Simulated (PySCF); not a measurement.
PySCF 2.14 output of a UHF calculation on a single atom or ion in x2c-QZVPPall, with scalar relativity by spin-free X2C-1e:

```
SCF conv_tol = 1e-09
number electrons alpha = 16  beta = 11
cycle= 1 E= -1391.84692088328  delta_E= -0.00989  |g|= 0.0402  |ddm|= 0.0555
cycle= 2 E= -1391.84743300292  delta_E= -0.000512  |g|= 0.00987  |ddm|= 0.0202
cycle= 3 E= -1391.84755410236  delta_E= -0.000121  |g|= 0.00549  |ddm|= 0.0121
cycle= 4 E= -1391.84759728113  delta_E= -4.32e-05  |g|= 0.00467  |ddm|= 0.00509
cycle= 5 E= -1391.84766325857  delta_E= -6.6e-05  |g|= 0.00371  |ddm|= 0.00862
cycle= 6 E= -1391.84776355603  delta_E= -0.0001  |g|= 0.00217  |ddm|= 0.0158
cycle= 7 E= -1391.84780481358  delta_E= -4.13e-05  |g|= 0.001  |ddm|= 0.0128
cycle= 8 E= -1391.84781143891  delta_E= -6.63e-06  |g|= 0.000275  |ddm|= 0.00625
cycle= 9 E= -1391.84781164658  delta_E= -2.08e-07  |g|= 8.12e-05  |ddm|= 0.00108
cycle= 10 E= -1391.84781166165  delta_E= -1.51e-08  |g|= 2.13e-05  |ddm|= 0.000325
cycle= 11 E= -1391.84781166276  delta_E= -1.11e-09  |g|= 3.78e-06  |ddm|= 0.000111
cycle= 12 E= -1391.84781166279  delta_E= -2.55e-11  |g|= 6.51e-07  |ddm|= 1.43e-05
converged SCF energy = -1391.84781166279  <S^2> = 8.7523015  2S+1 = 6.0007671
```

The run itself started from symmetry-adapted Hartree-Fock orbitals and held the occupation by maximum overlap, so the iterations belong to that start.

Task: Which element, charge and spin multiplicity is this?

Result: Co (cobalt, neutral), multiplicity 6; the state was [Ar] 3d7 4s1 4p1, one real determinant (an excited configuration).

⟨L²⟩ = 14.01 against 20 for a pure G term, so this real determinant mixes terms.
